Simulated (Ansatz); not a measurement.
Abridged output of a molecular run in Ansatz:

```
Functional definition: HF
1713 factors; integrals over basis functions are off by at most 8.4e-4 eV
mean field evaluation 1: about -27072.4004 eV, gradient 5.6e1 eV
mean field evaluation 2: about -27072.7001 eV, gradient 5.7e1 eV
mean field evaluation 4: about -27078.0081 eV, gradient 3.6e0 eV
mean field evaluation 8: about -27078.0619 eV, gradient 3.1e-1 eV
mean field -27078.06225224 eV, -995.1004335998 hartree, gradient 2.0e-6 eV, S^2 0.000000; 0 other end points of the search recorded, 0 dependent functions left out
12 core orbitals not correlated: weight in the atoms' cores, before any rotation towards them, 1.000 or more for the frozen orbitals, at most 0.000 for the correlated occupied ones
reference -27078.06225224 eV, -995.1004335998 hartree; 24, 24 occupied and 223, 223 virtual orbitals, 1713 factors
second order -44.76857289 eV of doubles, -0.00000000 eV of singles
cycle   1  -44.22650487 eV  change    5.4e-1 eV  update   1.3e-1
cycle   2  -45.09988273 eV  change   -8.7e-1 eV  update   3.5e-2
cycle   3  -45.28365587 eV  change   -1.8e-1 eV  update   1.7e-2
cycle   4  -45.25436139 eV  change    2.9e-2 eV  update   3.7e-3
cycle   5  -45.25074013 eV  change    3.6e-3 eV  update   1.6e-3
cycle   6  -45.25225041 eV  change   -1.5e-3 eV  update   4.4e-4
cycle   7  -45.25198487 eV  change    2.7e-4 eV  update   1.4e-4
cycle   8  -45.25184494 eV  change    1.4e-4 eV  update   4.0e-5
cycle   9  -45.25185333 eV  change   -8.4e-6 eV  update   1.7e-5
perturbative correction -1.55638913 eV, -0.0571962455 hartree
Total energy: -27124.87049469 eV, -996.8206047823 hartree
```

Its atoms:

Cartesian coordinates in Å:
```
F 0.422 -1.678 -0.755
B 0.418 -0.434 -1.172
Cl 0.891 -0.047 -2.797
O 0.047 0.593 -0.351
C -0.343 0.425 0.938
F 0.620 -0.124 1.672
F -1.423 -0.346 1.025
F -0.631 1.611 1.440
```

Task: Which basis set was used?
A. def2-SVP
B. def2-SVPD
C. def2-TZVPPD
D. def2-TZVPP

Result: D. It gives 259 functions.

Task: Write the keys of the input that set method, charge and spin (a neutral closed shell needs none for the last two).

Result: 
```yaml
correlation: {method: ccsd_t}
```
